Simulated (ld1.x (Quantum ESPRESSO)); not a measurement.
**Si (Z = 14): excitation energies, all-electron against RRKJ**

```json
{
  "Element": "Si (Z = 14)",
  "Generator": "ld1.x (Quantum ESPRESSO) 7.5",
  "Type": "norm-conserving RRKJ (Kleinman–Bylander form)",
  "Functional": "PBEsol",
  "Relativity": "non-relativistic",
  "Frozen core": "[Ne]",
  "Valence charge": "4",
  "Reference configuration": "3s2 3p1 (charge +1)",
  "Partial waves": "3p (bound): rc 1.55 bohr; 3d channel at -0.05 Ry: rc 1.35 bohr; 3s (bound): rc 1.55 bohr",
  "Local potential": "the s channel",
  "Core correction": "a·sin(br)/r model core, default radius (core density twice the valence density)"
}
```

Energies are relative to the spin-unpolarised reference configuration 3s2 3p1; without spin polarisation the order of configurations can differ from experiment. The frozen-core shift is the all-electron ΔE with the core orbitals held at their reference shape minus the fully relaxed ΔE.

```
valence configuration  charge  ΔE all-electron (eV)  error AE − PS (meV)  frozen-core shift (meV)
              3s2 3p2       0                -7.724                 +3.3                     +0.9
              3s2 3p0      +2                15.976                 +6.8                     +5.3
              3s1 3p0      +3                49.805                  +33                      +50
              3s1 3p2      +1                 7.347                 -0.1                     +1.0
              3s1 3p3       0                -0.986                 +0.5                     +0.2
              3s0 3p4       0                 5.898                 -2.6                     +1.5
```

Question: What are ΔE and the potential's error for 3s2 3p1.5?

Answer: ΔE = -4.810 eV all-electron; the error (AE − PS) is +1.1 meV.

Levels in the configuration 3s2 3p2:

```tsv
level	all-electron (eV)	pseudo (eV)
3s	-10.724	-10.731
3p	-4.066	-4.071
```
